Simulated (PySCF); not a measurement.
C₄H₇O, SMILES C[CH]C(C)=O, multiplicity 2. Atoms are numbered in the order given.

```xyz
12

C      0.0976    -2.0450     0.0000
C      0.6817    -0.6827     0.0000
C     -0.1457     0.5072     0.0000
C      0.5584     1.8542     0.0000
O     -1.3760     0.4282     0.0000
H     -0.9994    -1.9882     0.0000
H      0.4317    -2.6225    -0.8822
H      0.4317    -2.6225     0.8822
H      1.7710    -0.5650     0.0000
H      1.2052     1.9570     0.8870
H     -0.1903     2.6567     0.0000
H      1.2052     1.9570    -0.8870
```
Charge 0, spin multiplicity 2.

Coordinates come from a B3LYP-D3(BJ)/def2-SVP optimisation. The isomer is the one that the SMILES or the coordinates give; other isomers of the formula were not compared. The values are those of a single conformer.

These are PBE/pcH-1 (PySCF) values and carry that method's errors.

Unrestricted Kohn–Sham, ⟨S²⟩ = 0.756. Hyperfine tensors hold the contact and dipolar terms, without spin-orbit corrections.

Computed hyperfine couplings:
```tsv
nucleus	A(iso) (MHz)	A(iso) (G)	dipolar principal values (MHz)
13C no. 1	-25.4	-9.1	-3.0, 0.3, 2.7
13C no. 2	58.3	20.8	-63.8, -62.9, 126.7
13C no. 3	-31.0	-11.1	-3.8, -0.8, 4.6
13C no. 4	-4.3	-1.5	-1.2, 0.6, 0.6
17O no. 5	-9.4	-3.4	-78.2, 38.7, 39.5
1H no. 6	1.1	0.4	-4.0, -2.3, 6.3
1H no. 7	98.9	35.3	-4.7, -2.9, 7.6
1H no. 8	98.9	35.3	-4.7, -2.9, 7.6
1H no. 9	-48.2	-17.2	-29.1, -1.7, 30.8
1H no. 10	5.9	2.1	-2.9, -1.7, 4.7
1H no. 11	-1.6	-0.6	-2.0, -1.2, 3.2
1H no. 12	5.9	2.1	-2.9, -1.7, 4.7
```
